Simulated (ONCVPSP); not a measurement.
**W (Z = 74): variants of one ONCV potential**

Base potential:

```
Element                 : W (Z = 74)
Generator               : ONCVPSP 4.0.1
Type                    : optimised norm-conserving Vanderbilt (ONCV)
Functional              : PBEsol
Relativity              : scalar-relativistic
Frozen core             : [Xe] 4f14
Valence charge          : 6
Reference configuration : 5d5 6s1
Partial waves           : 6s: rc 2.90 bohr, ncon 4, nbas 8, qcut 1.9 1/bohr, 2 projectors, debl 3.7 Ha; p scattering state at 0.1 Ha: rc 2.65 bohr, ncon 3, nbas 6, qcut 3 1/bohr, 2 projectors, debl 3.6 Ha; 5d: rc 2.55 bohr, ncon 3, nbas 7, qcut 6.3 1/bohr, 1 projector
Local potential         : polynomial inside 1.80 bohr (lpopt 5, dvloc0 0 Ha)
Core correction         : Teter function, fcfact 1.75, rcfact 1.3
```

In the p channel the program set the typed energies aside and used 0.050, 3.650 Ha.

All-electron outer shells of the reference configuration (PBEsol, scalar-relativistic, ld1.x):

| shell | level (eV) | outermost node (bohr) | outermost maximum (bohr) |
| --- | --- | --- | --- |
| 4f | -31.27 | – | 0.43 |
| 6s | -5.18 | 1.28 | 2.71 |
| 5d | -3.34 | 0.63 | 1.52 |

Cutoffs, loose and tight: the cutoffs (Ha) at which the residual kinetic energy of the hardest occupied pseudo-wave falls to 1 and 0.1 mHa per electron. They do not see the model core or the augmentation charge, which bear on the density cutoff. Test errors are all-electron minus pseudo excitation energies from the reference, over the configurations 5d4 6s2; 5d4 6s1; 5d4 6s0; 5d4 6s1 6p1. A dash means not determined; rows that change the core or the reference have their own tests. The largest error is taken over the tests solved by every variant that gives reliable tests at all: 5d4 6s0; 5d4 6s1; 5d4 6s2.

A true bound ghost makes a file unfit for plane-wave use even where its test errors are small: the radial tests pick states by their node count and pass the ghost by.

```csv
change,outcome,"cutoff, loose","cutoff, tight",bound ghosts,GHOST(+) flags above zero,largest test error (meV)
base,"generated, projector energies reset by the program",12 Ha,19 Ha,none,"s, p",-31
p: qcut 4.5,"generated, projector energies reset by the program",12 Ha,19 Ha,none,"s, p",-31
"local potential polynomial inside 1.80 bohr (lpopt 5, dvloc0 4.5 Ha)","generated, projector energies reset by the program",12 Ha,19 Ha,none,"s, p",-35
p: rc 3.54,"generated, projector energies reset by the program",12 Ha,19 Ha,none,"s, p",-31
s: rc 2.24,"generated, projector energies reset by the program",12 Ha,18 Ha,none,"s, p",-14
p: nproj 3,"generated, projector energies reset by the program",12 Ha,19 Ha,none,"s, p",-31
s: debl 0.2,"generated, projector energies reset by the program",12 Ha,19 Ha,s,"s, p",-31
"core correction Teter function, fcfact 1.75, rcfact 1.18","generated, projector energies reset by the program",12 Ha,19 Ha,none,"s, p",-18
"local potential polynomial inside 2.30 bohr (lpopt 5, dvloc0 0 Ha)","generated, projector energies reset by the program",12 Ha,19 Ha,none,"s, p",-36
reference 5d4 6s1,"generated, projector energies reset by the program",13 Ha,20 Ha,none,"s, p",-101
d: nbas 8,"generated, projector energies reset by the program",12 Ha,19 Ha,none,"s, p",-31
```

(1) What comes out with this change to the base: s: qcut 1.4; p: qcut 2.1; d: qcut 4.5?

Answers

(1) outcome: generated, projector energies reset by the program; cutoff, loose: 16 Ha; cutoff, tight: 20 Ha; bound ghosts: none; GHOST(+) flags above zero: s, p; largest test error (meV): -49.
